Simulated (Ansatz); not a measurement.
`[CH3][Al]([F])[SH]` and `[CH3][Al]([F])[CH2][SiH3]` differ in one atom or group.

Ansatz, PBE0-D4/def2-TZVP geometries, multiplicity 1. Each molecule was computed in one conformer, which needn't be the lowest.

```tsv
property	`[CH3][Al]([F])[SH]`
HOMO–LUMO gap (PBE0/def2-TZVPP) / eV	7.46
size of the dipole moment (ωB97M-V/def2-TZVPP) / D	2.52
LUMO energy (PBE0/def2-TZVPP) / eV	-0.39
size of the dipole moment (B3LYP/def2-TZVPP) / D	2.53
LUMO energy (B3LYP/def2-TZVPP) / eV	-0.63
HOMO energy (ωB97M-V/def2-TZVPP) / eV	-10.05
```

Q: Give the same properties after the change, and the shifts. (An estimate is asked.)

A: Ansatz gave: 
```json
{"property": "HOMO–LUMO gap (PBE0/def2-TZVPP) / eV", "`[CH3][Al]([F])[CH2][SiH3]`": "7.43", "shift": "-0.03"}
{"property": "size of the dipole moment (ωB97M-V/def2-TZVPP) / D", "`[CH3][Al]([F])[CH2][SiH3]`": "1.86", "shift": "-0.66"}
{"property": "LUMO energy (PBE0/def2-TZVPP) / eV", "`[CH3][Al]([F])[CH2][SiH3]`": "-0.55", "shift": "-0.16"}
{"property": "size of the dipole moment (B3LYP/def2-TZVPP) / D", "`[CH3][Al]([F])[CH2][SiH3]`": "1.88", "shift": "-0.65"}
{"property": "LUMO energy (B3LYP/def2-TZVPP) / eV", "`[CH3][Al]([F])[CH2][SiH3]`": "-0.78", "shift": "-0.15"}
{"property": "HOMO energy (ωB97M-V/def2-TZVPP) / eV", "`[CH3][Al]([F])[CH2][SiH3]`": "-10.16", "shift": "-0.11"}
```

Dipoles are sizes alone; their direction can turn.

B3LYP here is the variant with VWN-RPA as its local correlation; programs differ in this.
